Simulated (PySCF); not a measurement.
CH7GaN2, SMILES [Ga]([CH3])([NH2])[NH2].

Geometry: PBE-D3(BJ)/def2-SVP. The structure was generated by enumeration; whether it is a known compound was not checked. The values are those of a single conformer.

All values below come from PySCF 2.14.0 with PBE-D3(BJ)/def2-SVP.

Frequencies are harmonic and unscaled.

Computed normal modes with their intensities:
```csv
mode,ν (cm⁻¹),IR (km/mol),moving atoms (share of kinetic energy)
1,14,0.2,H 97 %
2,132,45.9,"N 37 %, Ga 24 %, H 21 %, C 19 %"
3,146,18.0,"N 31 %, Ga 25 %, H 22 %, C 22 %"
4,170,3.2,"N 55 %, H 30 %, Ga 14 %"
5,222,5.5,"H 78 %, N 22 %"
6,238,253.4,H 90 %
7,274,14.6,H 99 %
8,361,7.3,H 96 %
9,552,7.0,"C 63 %, H 19 %, N 10 %, Ga 8 %"
10,632,0.2,"H 88 %, N 9 %"
11,667,31.8,"N 67 %, H 15 %, Ga 15 %"
12,687,56.0,"N 63 %, Ga 21 %, H 15 %"
13,696,14.2,"H 80 %, C 18 %"
14,745,89.1,"H 77 %, N 17 %"
15,748,71.2,"H 76 %, C 13 %"
16,1173,6.3,"H 81 %, C 19 %"
17,1383,0.9,H 96 %
18,1386,2.5,H 95 %
19,1469,29.6,"H 90 %, N 10 %"
20,1481,6.7,"H 90 %, N 10 %"
21,2982,5.4,H 97 %
22,3080,4.6,"H 91 %, C 9 %"
23,3090,6.6,"H 91 %, C 9 %"
24,3500,10.8,H 96 %
25,3501,9.0,H 96 %
26,3603,14.7,"H 91 %, N 9 %"
27,3604,10.1,"H 91 %, N 9 %"
```
